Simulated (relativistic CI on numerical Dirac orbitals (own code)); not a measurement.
Radial parameters of Bi³⁵⁺

These numbers are calculated, not measured: Dirac-Coulomb-Breit CI, KLI orbitals optimised for each configuration, a model potential for QED, unscaled Slater integrals (own radial code, finite nucleus).

Slater integrals F^k, G^k are unscaled and averaged over j, outside the closed core [Ar] 3d10; ζ comes from projecting the Hamiltonian with its Breit term on Σ l·s of the shell.

- 4s²4p⁶4d¹⁰4f²: F^2(4f,4f) = 295500, F^4(4f,4f) = 193260, F^6(4f,4f) = 141540, ζ(4f) = 17909 cm⁻¹; <r>(4f) = 0.3576, <r^2>(4f) = 0.1458 (bohr units).
- 4s²4p⁶4d⁹4f³: ζ(4d) = 95780, F^2(4f,4f) = 295020, F^4(4f,4f) = 192920, F^6(4f,4f) = 141290, F^2(4d,4f) = 265710, F^4(4d,4f) = 172870, G^1(4d,4f) = 275950, G^3(4d,4f) = 189320, G^5(4d,4f) = 138800, ζ(4f) = 17759 cm⁻¹; <r>(4d) = 0.3789, <r^2>(4d) = 0.1643, <r>(4f) = 0.3581, <r^2>(4f) = 0.1462 (bohr units).
- 4s²4p⁶4d¹⁰4f5s: ζ(4f) = 18274, G^3(4f,5s) = 38370 cm⁻¹; <r>(4f) = 0.3549, <r^2>(4f) = 0.1436, <r>(5s) = 0.6446, <r^2>(5s) = 0.4636 (bohr units).

Averages of the first 10 configurations, taken without configuration mixing, which lowers the lowest level and can move excited configurations by several eV; other configurations of the list can lie among them:

```
 Configuration  Parity  States  Average energy above the lowest level (eV)
 4s²4p⁶4d¹⁰4f²    even      91                                        12.5
  4s²4p⁶4d⁹4f³     odd    3640                                       282.7
4s²4p⁶4d¹⁰4f5s     odd      28                                       268.4
 4s²4p⁵4d¹⁰4f³    even    2184                                       570.3
4s²4p⁶4d¹⁰4f5p    even      84                                       363.4
 4s²4p⁶4d¹⁰5s²    even       1                                       537.8
4s²4p⁶4d¹⁰5s5p     odd      12                                       629.3
  4s4p⁶4d¹⁰4f³     odd     728                                       805.0
4s²4p⁶4d¹⁰4f5d     odd     140                                       480.6
4s²4p⁶4d⁹4f²5s    even    1820                                       535.7
```
